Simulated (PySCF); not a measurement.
C4H8O, SMILES C1CCOC1.

The structure is a stationary point at PBE0-D3(BJ)/def2-SVP. One conformer was computed; it need not be the lowest.

Method: CAM-B3LYP/def2-TZVP (PySCF).

Isolated molecule, no solvent.

```
Item                                                                                                            Value
---------------------------------------------------------------------------------------------  ----------------------
total energy                                                                                       -232.42145 hartree
point group                                                                                                        C2
highest occupied level                                                                                       -8.49 eV
lowest empty level                                                                                            1.92 eV
orbital gap                                                                                                  10.41 eV
dipole moment                                                                                                  1.80 D
quadrupole, principal values (traceless, Buckingham form, about the centre of nuclear charge)   -4.61, 1.18, 3.43 D·Å
mean static polarisability                                                                       49.7 bohr³ (7.37 Å³)
polarisability, principal values                                                               46.1, 48.3, 54.9 bohr³
```
